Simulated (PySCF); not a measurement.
Work out the structure from these simulated measurements.

Elements present: C, Cl, F, H and Si. Monoisotopic mass: 97.9755 u.

| Quantity | Value |
| --- | --- |
| NMR, other nuclei | isotropic shieldings of nuclei other than C and H, by class: 386 (1 F), 356 (1 Si), 982 (1 Cl) ppm [GIAO PBE0/pcSseg-1] |
| 13C NMR | chemical shifts (computed TMS as zero) by class: 30.2 (1 C) ppm [GIAO PBE0/pcSseg-1] |
| 1H NMR | chemical shifts (computed TMS as zero) by class: 4.98 (2 H), 3.27 (2 H) ppm [GIAO PBE0/pcSseg-1] |
| Dipole | 0.24 D [PBE0/pcSseg-1] |
| Rotational structure | rotational constants A, B, C: 17.450, 1.799, 1.681 GHz [GFN2-xTB] |

The electronic properties come from PySCF, for the isolated species, density fitting. Levels stand in brackets. Isolated species at its GFN2-xTB geometry (one conformer only). NMR classes are plain means over equivalent atoms (diastereotopic ones count apart unless rotation or inversion swaps them), as if these changed places fast.

Question: Which formula fits the mass and the elements?

Answer: CH4ClFSi (calculated 97.9755). No other formula that holds each of these elements comes within 0.0003 u with a fitting electron parity and a possible valence count.

Question: Give a SMILES that accounts for the data.

Answer: Numbering: `[F:1][SiH2:2][CH2:3][Cl:4]`. Its formula, CH4ClFSi, gives 0 degrees of unsaturation, so no ring and no π bond. The one carbon: sp3 C–Cl carbon [C3] (30.2 ppm). Hydrogen classes from least to most shielded: 2 H on a fluorine-bound silicon, Si2 (4.98 ppm), 2 H on an sp3 C–Cl carbon, C3 (3.27 ppm). The other shieldings belong to: 386 ppm, silicon-bound fluorine [F1]; 356 ppm, fluorine-bound silicon [Si2]; 982 ppm, alkyl chlorine [Cl4]. The optimised geometry has point group Cs and is an asymmetric top. Structure: chloromethylfluorosilane, `F[SiH2]CCl`. Computed isomers that give other values at the same levels: `C[Si@@H](F)Cl` (13C chemical shifts (computed TMS as zero) by class: 4.6 (1 C) ppm). The assignments are read from this structure; whether some other isomer fits the data as well wasn't checked.

The values belong to the conformer `[F:1][SiH2:2][CH2:3][Cl:4]`: F1–Si2–C3–Cl4 180°.
